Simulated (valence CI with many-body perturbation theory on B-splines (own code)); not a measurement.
Results of a calculation; reference values are marked as such.
Dy XXVI: magnetic and hyperfine properties of the levels

Method: configuration interaction combined with many-body perturbation theory (CI+MBPT): five valence electrons over a frozen Dirac-Fock core [Kr], a basis of 7 s, 7 p, 8 d, 6 f, 4 g, 1 h functions for each j, with the one-electron correlation potential Σ1, the two-electron term Σ2, the three-electron term Σ3, Breit, model QED; selected CI, second order for the rest (own B-spline code, finite nucleus).

No measured spectrum was set against this ion. As an estimate, terms of the open shell hold to 2 to 4 % of their energy, and close levels can change places. Core correlation moves these levels by up to 9800 cm⁻¹, and in measured spectra 5 to 20 % of such shifts remained as error; rates that hang on mixing are uncertain with them. Only levels of the ground parity were solved; by the run's estimate the other parity begins above the list, which can be wrong where configurations are misplaced.

A/g_I is the dipole constant over the nuclear g factor μ/I (μ in nuclear magnetons, uniformly magnetised nucleus), B/Q the quadrupole constant per barn. Both hold the static response of the core; the bare values leave it out. Large factors of s and p1/2 electrons are usually good to 5 to 10 %; those of open d and f shells near neutrality can be off by tens of per cent, and small factors of p3/2, d and f electrons come from cancelling terms and can be off by a factor of two or in sign, in half-filled shells by more. B is blank for J = 1/2, where it vanishes, and for nearly pure S terms. Energies count from the lowest level.

Levels are named by their leading jj configuration (3d3/2^4 stands for four electrons in 3d with j = 3/2), which in mixed levels can hold well under half, so a name can repeat and another be missing. Letters in brackets count levels of one name in rising energy.

```csv
Level,E (cm⁻¹),g,A/g_I (MHz),A/g_I bare,B/Q (MHz/b),B/Q bare
(4d3/2^4 4d5/2) J=5/2,0,1.585,2440,3340,5620,5340
(4d3/2^3 4d5/2^2) J=5/2 [a],48605,1.236,3690,3970,6340,6060
(4d3/2^3 4d5/2^2) J=7/2 [a],78126,1.148,6130,6250,10700,10200
(4d3/2^3 4d5/2^2) J=3/2 [a],80956,1.250,6980,7260,8670,8310
(4d3/2^3 4d5/2^2) J=11/2,83958,1.145,7580,7680,-178,-215
(4d3/2^3 4d5/2^2) J=9/2,91846,1.154,6810,6930,9840,9420
(4d3/2^3 4d5/2^2) J=5/2 [b],95076,1.134,6780,6860,1770,1710
(4d3/2^3 4d5/2^2) J=1/2,100070,1.806,-3910,-2600,,
(4d3/2^3 4d5/2^2) J=7/2 [b],111610,1.118,8050,8100,-9090,-8700
(4d3/2^2 4d5/2^3) J=5/2 [a],126280,1.224,3940,4200,209,200
(4d3/2^3 4d5/2^2) J=3/2 [b],138040,0.792,13700,13100,-8840,-8470
(4d3/2^2 4d5/2^3) J=7/2 [a],139410,1.213,5360,5590,-2620,-2520
(4d3/2^2 4d5/2^3) J=11/2,143570,1.066,7840,7800,463,453
(4d3/2^2 4d5/2^3) J=9/2 [a],148760,1.147,6600,6710,-1850,-1790
(4d3/2^2 4d5/2^3) J=1/2 [a],151540,0.653,18500,17600,,
(4d3/2^2 4d5/2^3) J=13/2,157500,1.074,8250,8230,-8.28,1.38
(4d3/2^2 4d5/2^3) J=3/2 [a],157700,1.199,6350,6550,741,701
(4d3/2^2 4d5/2^3) J=5/2 [b],162270,1.013,8950,8810,-2230,-2110
(4d3/2^2 4d5/2^3) J=9/2 [b],177340,1.109,7440,7480,791,760
(4d3/2^2 4d5/2^3) J=7/2 [b],181420,0.990,10100,9930,-671,-642
(4d3/2^2 4d5/2^3) J=5/2 [c],184450,1.037,8630,8530,2430,2310
(4d3/2^2 4d5/2^3) J=3/2 [b],191710,0.812,12900,12400,930,913
(4d3/2^2 4d5/2^3) J=1/2 [b],200420,1.857,-4400,-3000,,
(4d3/2^2 4d5/2^3) J=7/2 [c],200680,1.058,9030,8970,1830,1750
(4d3/2 4d5/2^4) J=5/2 [a],212000,1.230,3740,4010,-5930,-5670
(4d3/2^2 4d5/2^3) J=9/2 [c],218350,1.103,7540,7570,7060,6790
(4d3/2 4d5/2^4) J=7/2 [a],232070,1.194,5650,5840,-14100,-13500
(4d3/2 4d5/2^4) J=11/2,239150,1.068,8060,8020,-256,-190
(4d3/2 4d5/2^4) J=3/2 [a],242000,0.900,8860,8520,-9260,-8870
(4d3/2 4d5/2^4) J=5/2 [b],253160,1.131,6510,6590,6840,6570
(4d3/2 4d5/2^4) J=9/2,258840,1.111,7130,7170,-15800,-15100
(4d3/2^2 4d5/2^3) J=3/2 [c],258990,1.213,6450,6670,-5860,-5630
(4d3/2^2 4d5/2^3) J=5/2 [d],268600,1.109,6790,6830,-844,-793
(4d3/2 4d5/2^4) J=7/2 [b],274750,0.975,9410,9200,14000,13400
(4d3/2 4d5/2^4) J=1/2,299520,1.011,-486,-587,,
(4d3/2 4d5/2^4) J=3/2 [b],334050,0.881,13300,12900,13600,13100
(4d5/2^5) J=5/2,335350,1.163,5620,5760,-14200,-13600
```

(1) Take the isotope of mass number 161, with I = 5/2, μ = -0.479 μN and Q = 2.51 b. What is the hyperfine structure of (4d3/2^3 4d5/2^2) J=3/2 [a]?

## Answers

(1) From the table A = -1340 MHz, B = 21800 MHz. Shifts from the centre of gravity in MHz: F = 1: 22300, F = 2: 2180, F = 3: -11700, F = 4: 425.
